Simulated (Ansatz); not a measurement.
Frontier orbitals of C2H6AlFSi2, SMILES `C=[C]1[AlH][SiH2][SiH]1F`.

Charge 0, multiplicity 1. The structure was optimised at the PBE0-D4/def2-TZVP level. Basis def2-TZVPP, Ansatz.

Orbital energies of one run (eV). Highest occupied ones, from the top: -7.64, -8.75, -8.97, -9.87, -11.05, -11.49, -12.53, -13.98, -14.03, -14.44, -14.59, -16.17, -16.65, -18.81. Empty: -1.63, 0.47, 0.64, 0.90, 1.23, 1.78.

**Question.** Which functional gave them?
A. r2SCAN
B. BHLYP
C. ωB97X-V
D. ωB97M-V

**Answer.** B. HOMO energies: BHLYP -7.64, ωB97M-V -8.69, ωB97X-V -8.91, r2SCAN -5.97 eV.
